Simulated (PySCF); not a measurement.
H₄O₄P (SMILES OP(O)(O)=[OH+]), charge +1, singlet, geometry from GFN2-xTB; PySCF with M062X/3-21G.

PySCF was given this input:
```python
from pyscf import gto, scf, dft

mol = gto.M(
    atom='''
O    -0.96192897   -0.86978286   -0.83856443
P     0.00000000   -0.00000000   -0.00000000
O     0.78962283   -0.78137868    1.07282944
O     1.03353984    0.60499053   -0.97509063
O    -0.86123370    1.04617101    0.74082562
H    -0.61143538   -1.45014776   -1.51920789
H     0.34859854   -1.06854415    1.87655717
H     1.83022487    1.01777803   -0.63180629
H    -1.56738803    1.50091388    0.27445701
''',
    basis='3-21g',
    charge=1,
    verbose=4,
)

mf = dft.RKS(mol)
mf.xc = 'm062x'
mf.kernel()
mf.analyze()
```

Q: Write the output that PySCF gives for this input, abridged.

A: 
```
PySCF version 2.14.0

[INPUT] verbose = 4
[INPUT] num. atoms = 9
[INPUT] num. electrons = 50
[INPUT] charge = 1
[INPUT] spin (= nelec alpha-beta = 2S) = 0
[INPUT] symmetry False subgroup None
[INPUT] Mole.unit = angstrom
[INPUT] Symbol           X                Y                Z      unit          X                Y                Z       unit  Magmom
[INPUT]  1 O     -0.961928970000  -0.869782860000  -0.838564430000 AA   -1.817782304585  -1.643651393241  -1.584657110502 Bohr   0.0
[INPUT]  2 P      0.000000000000   0.000000000000   0.000000000000 AA    0.000000000000   0.000000000000   0.000000000000 Bohr   0.0
[INPUT]  3 O      0.789622830000  -0.781378680000   1.072829440000 AA    1.492170890404  -1.476591704774   2.027353819971 Bohr   0.0
[INPUT]  4 O      1.033539840000   0.604990530000  -0.975090630000 AA    1.953107236427   1.143266409655  -1.842654237330 Bohr   0.0
[INPUT]  5 O     -0.861233700000   1.046171010000   0.740825620000 AA   -1.627495822246   1.976976688360   1.399957527861 Bohr   0.0
[INPUT]  6 H     -0.611435380000  -1.450147760000  -1.519207890000 AA   -1.155445411069  -2.740382106552  -2.870886838378 Bohr   0.0
[INPUT]  7 H      0.348598540000  -1.068544150000   1.876557170000 AA    0.658755768023  -2.019255795506   3.546179108389 Bohr   0.0
[INPUT]  8 H      1.830224870000   1.017778030000  -0.631806290000 AA    3.458623750668   1.923321732299  -1.193940851878 Bohr   0.0
[INPUT]  9 H     -1.567388030000   1.500913880000   0.274457010000 AA   -2.961934107622   2.836316169758   0.518648581867 Bohr   0.0

nuclear repulsion = 295.048282065343
number of shells = 35
number of NR pGTOs = 99
number of NR cGTOs = 57
basis = 3-21g
ecp = {}

******** <class 'pyscf.dft.rks.RKS'> ********
method = RKS
initial guess = minao
damping factor = 0
level_shift factor = 0
DIIS = <class 'pyscf.scf.diis.CDIIS'>
diis_start_cycle = 1
diis_space = 8
diis_damp = 0
SCF conv_tol = 1e-09
SCF conv_tol_grad = None
SCF max_cycles = 50
direct_scf = True
direct_scf_tol = 1e-13
XC library pyscf.dft.libxc version 7.1.2
    S. Lehtola, C. Steigemann, M. J. T. Oliveira, and M. A. L. Marques,  SoftwareX 7, 1–5 (2018)
XC functionals = m062x
    Y. Zhao and D. G. Truhlar,  Theor. Chem. Acc. 120, 215 (2008)
    Y. Zhao and D. G. Truhlar,  Theor. Chem. Acc. 120, 215 (2008)
radial grids:
    Treutler-Ahlrichs [JCP 102, 346 (1995); DOI:10.1063/1.469408] (M4) radial grids

becke partition: Becke, JCP 88, 2547 (1988); DOI:10.1063/1.454033
pruning grids: <function nwchem_prune>
grids dens level: 3
symmetrized grids: False
atomic radii adjust function: <function treutler_atomic_radii_adjust>
small_rho_cutoff = 0
Set gradient conv threshold to 3.16228e-05
Initial guess from minao.
tot grids = 114744
init E= -642.253696844985
  HOMO = -0.46458478343573  LUMO = -0.000826137748399347  gap/eV = 12.61952
cycle= 1 E= -640.656171226989  delta_E=  1.6  |g|= 0.856  |ddm|= 2.92
  HOMO = -0.601550302940908  LUMO = -0.141003519206728  gap/eV = 12.53212
cycle= 2 E= -640.710220408212  delta_E= -0.054  |g|= 0.778  |ddm|=  1.3
  HOMO = -0.659483026210597  LUMO = -0.148013649708084  gap/eV = 13.91779
cycle= 3 E= -640.810934101337  delta_E= -0.101  |g|= 0.0384  |ddm|= 0.54
  HOMO = -0.65018499181983  LUMO = -0.137301072931095  gap/eV = 13.95628
cycle= 4 E= -640.811180981347  delta_E= -0.000247  |g|= 0.00902  |ddm|= 0.0356
  HOMO = -0.651886400983891  LUMO = -0.13871527845601  gap/eV = 13.96410
cycle= 5 E= -640.811204796925  delta_E= -2.38e-05  |g|= 0.00086  |ddm|= 0.0122
  HOMO = -0.651787689363399  LUMO = -0.138577397464864  gap/eV = 13.96516
cycle= 6 E= -640.811205222918  delta_E= -4.26e-07  |g|= 9.99e-05  |ddm|= 0.00197
  HOMO = -0.65179665151892  LUMO = -0.138580565667211  gap/eV = 13.96532
cycle= 7 E= -640.811205229046  delta_E= -6.13e-09  |g|= 4.03e-05  |ddm|= 0.000256
  HOMO = -0.65179777206357  LUMO = -0.138579617133092  gap/eV = 13.96538
cycle= 8 E= -640.811205229291  delta_E= -2.45e-10  |g|= 1.73e-05  |ddm|= 3.93e-05
  HOMO = -0.651796049050342  LUMO = -0.13857876652362  gap/eV = 13.96535
Extra cycle  E= -640.811205229289  delta_E= 2.27e-12  |g|= 2e-05  |ddm|= 2.51e-05
converged SCF energy = -640.811205229289
**** SCF Summaries ****
Total Energy =                        -640.811205229289044
Nuclear Repulsion Energy =             295.048282065343244
One-electron Energy =                -1456.965036462657736
Two-electron Energy =                  521.105549168025391
Two-electron Coulomb Energy =          579.901468801708688
DFT Exchange-Correlation Energy =      -58.795919633683297
HOMO-LUMO gap [eV] =                    13.965353586970032
**** MO energy ****
MO #1   energy= -77.9952738671931  occ= 2
MO #2   energy= -19.8292692901135  occ= 2
MO #3   energy= -19.8284104474724  occ= 2
MO #4   energy= -19.8283776589247  occ= 2
MO #5   energy= -19.8282247555964  occ= 2
MO #6   energy= -7.29439938748391  occ= 2
MO #7   energy= -5.4050108777934   occ= 2
MO #8   energy= -5.40500954958272  occ= 2
MO #9   energy= -5.40431319332149  occ= 2
MO #10  energy= -1.52731908921984  occ= 2
MO #11  energy= -1.43017500261234  occ= 2
MO #12  energy= -1.4301601146156   occ= 2
MO #13  energy= -1.42344037074484  occ= 2
MO #14  energy= -1.02320767606091  occ= 2
MO #15  energy= -0.92387395771907  occ= 2
MO #16  energy= -0.92384836761699  occ= 2
MO #17  energy= -0.898125372808733 occ= 2
MO #18  energy= -0.762173819014414 occ= 2
MO #19  energy= -0.709792910226242 occ= 2
MO #20  energy= -0.709783313092868 occ= 2
MO #21  energy= -0.707107620736608 occ= 2
MO #22  energy= -0.680476803743751 occ= 2
MO #23  energy= -0.679739519656668 occ= 2
MO #24  energy= -0.651817891086693 occ= 2
MO #25  energy= -0.651796049050342 occ= 2
MO #26  energy= -0.13857876652362  occ= 0
MO #27  energy= -0.073358123657948 occ= 0
MO #28  energy= -0.0733479710117028 occ= 0
MO #29  energy= -0.0650564683202428 occ= 0
MO #30  energy= 0.0194668649995076 occ= 0
MO #31  energy= 0.0222384717888374 occ= 0
MO #32  energy= 0.0222741781104894 occ= 0
MO #33  energy= 0.0410684094273552 occ= 0
 ** Mulliken pop on meta-lowdin orthogonal AOs  **
 ** Mulliken pop  **
 ** Mulliken atomic charges  **
charge of    0O =     -0.57131
charge of    1P =      1.75483
charge of    2O =     -0.57130
charge of    3O =     -0.57130
charge of    4O =     -0.57134
charge of    5H =      0.38261
charge of    6H =      0.38261
charge of    7H =      0.38259
charge of    8H =      0.38261

WARN: System has nonzero charge 1; the dipole moment is origin-dependent.
Location of origin: [0. 0. 0.]

Dipole moment(X, Y, Z, Debye):  0.00000, -0.00023,  0.00006
```
